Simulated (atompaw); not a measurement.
Cutoff test, Ti (Z = 22), PAW (atompaw)

- Element: titanium
- Generator: atompaw 4.2.0.5
- Type: PAW
- Functional: PBE
- Relativity: scalar-relativistic
- Frozen core: [Ne]
- Valence charge: 12
- Reference configuration: 3s2 3p6 3d2 4s1 4p1
- Partial waves: 3s (bound): rc 1.45 bohr; 4s (bound): rc 1.85 bohr; 3p (bound): rc 1.10 bohr; 4p (bound): rc 1.70 bohr; 3d (bound): rc 1.85 bohr; 3d channel at 1.1 Ry: rc 1.60 bohr
- Local potential: bessel scheme, radius 1.60 bohr
- Core correction: smooth core density matched at 1.00 bohr
- Augmentation charge: besselshape compensation charge, radius 1.55 bohr; PAW radius 1.85 bohr; waves and projectors: custom polynom2 7 10 vanderbiltortho

The pseudo-atom Hamiltonian at the reference potential is diagonalised in spherical Bessel functions j_l(qr) that vanish at 20 bohr, with q² up to the cutoff. All-electron valence levels (Ry): 3s -4.7018, 4s -0.3840, 3p -2.9545, 4p -0.1525, 3d -0.4032.

How do the lowest levels (Ry) of each channel move with the cutoff, and are there ghosts?

| cutoff (Ry) | s #1 | s #2 | p #1 | p #2 | p #3 | d #1 | f #1 | f #2 | Σ f·Δε (mRy) |
| --- | --- | --- | --- | --- | --- | --- | --- | --- | --- |
| 8 | -4.4604 | -0.3614 | -0.5371 | -0.0358 | 0.0652 | -0.0905 | 0.0863 | 0.2018 | 15747.8 |
| 18 | -4.7006 | -0.3839 | -2.7874 | -0.1518 | 0.0214 | -0.3952 | 0.0863 | 0.2018 | 1017.4 |
| 35 | -4.7017 | -0.3840 | -2.9423 | -0.1525 | 0.0213 | -0.4030 | 0.0863 | 0.2018 | 69.5 |
| 55 | -4.7017 | -0.3840 | -2.9463 | -0.1525 | 0.0213 | -0.4030 | 0.0863 | 0.2018 | 45.1 |
| 90 | -4.7018 | -0.3840 | -2.9476 | -0.1525 | 0.0212 | -0.4031 | 0.0863 | 0.2018 | 37.1 |
| 140 | -4.7018 | -0.3840 | -2.9486 | -0.1525 | 0.0212 | -0.4031 | 0.0863 | 0.2018 | 31.2 |
| 230 | -4.7018 | -0.3840 | -2.9509 | -0.1525 | 0.0212 | -0.4032 | 0.0863 | 0.2018 | 17.3 |
| 400 | -4.7018 | -0.3840 | -2.9538 | -0.1525 | 0.0212 | -0.4032 | 0.0863 | 0.2018 | 0.0 |

Result: no extra level below or beside the all-electron valence levels (s, p, d, f tested); 10 mRy is reached at 260 Ry and 1 mRy at over 300 Ry.
